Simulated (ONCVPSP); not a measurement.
**Which change was made? (Ag, ONCV)**

ONCVPSP 4.0.1 input, shortened (lines: element, Z, core and valence counts, functional; n l f; lmax; l rc ep ncon nbas qcut; lloc lpopt rc5 dvloc0; l nproj debl; icmod fcfact rcfact), PBE, scalar-relativistic:

```
  Ag 47.00    6    4        4      upf
    1    0    2.00
    2    0    2.00
    2    1    6.00
    3    0    2.00
    3    1    6.00
    3    2   10.00
    4    0    2.00
    4    1    6.00
    4    2   10.00
    5    0    1.00
    2
    0    1.50    0.00    3    8    6.60
    1    1.05    0.00    3    6    6.70
    2    1.85    0.00    4    9    8.30
    4    5    0.85    0.00
    0    2    1.00
    1    3    3.20
    2    2    0.80
    3    3.25    1.50
```

Cutoffs, loose and tight: the cutoffs (Ha) at which the residual kinetic energy of the hardest occupied pseudo-wave falls to 1 and 0.1 mHa per electron. They do not see the model core or the augmentation charge, which bear on the density cutoff. Test errors are all-electron minus pseudo excitation energies from the reference, over the configurations 4s2 4p6 4d10 5s0; 4s2 4p6 4d9 5s0; 4s2 4p6 4d8 5s0; 4s2 4p6 4d10 5s0.5; variants that change the core or the reference have their own tests.

The base gives: outcome: generated; bound ghosts: none; GHOST(+) flags above zero: s; largest test error (meV): +14.

Q: After one change the result is: outcome: generated; cutoff, loose: 44 Ha; cutoff, tight: 106 Ha; bound ghosts: none; GHOST(+) flags above zero: s; largest test error (meV): +38. Which change was it?
A. all radii but the core radius scaled by about 1.11 (s 1.66, p 1.16, d 2.06 bohr); local potential polynomial inside 0.94 bohr (lpopt 5, dvloc0 0 Ha)
B. all radii but the core radius scaled by about 1.23 (s 1.84, p 1.30, d 2.28 bohr); local potential polynomial inside 1.04 bohr (lpopt 5, dvloc0 0 Ha)
C. all radii but the core radius scaled by about 0.77 (s 1.16, p 0.80, d 1.42 bohr); local potential polynomial inside 0.66 bohr (lpopt 5, dvloc0 0 Ha)

A: A. The others give: all radii but the core radius scaled by about 1.23 (s 1.84, p 1.30, d 2.28 bohr); local potential polynomial inside 1.04 bohr (lpopt 5, dvloc0 0 Ha) → outcome: generated; cutoff, loose: 21 Ha; cutoff, tight: 38 Ha; bound ghosts: none; GHOST(+) flags above zero: s; largest test error (meV): +78 | all radii but the core radius scaled by about 0.77 (s 1.16, p 0.80, d 1.42 bohr); local potential polynomial inside 0.66 bohr (lpopt 5, dvloc0 0 Ha) → outcome: generated; cutoff, loose: 131 Ha; cutoff, tight: 194 Ha; bound ghosts: s, p; GHOST(+) flags above zero: p; largest test error (meV): -4.6.
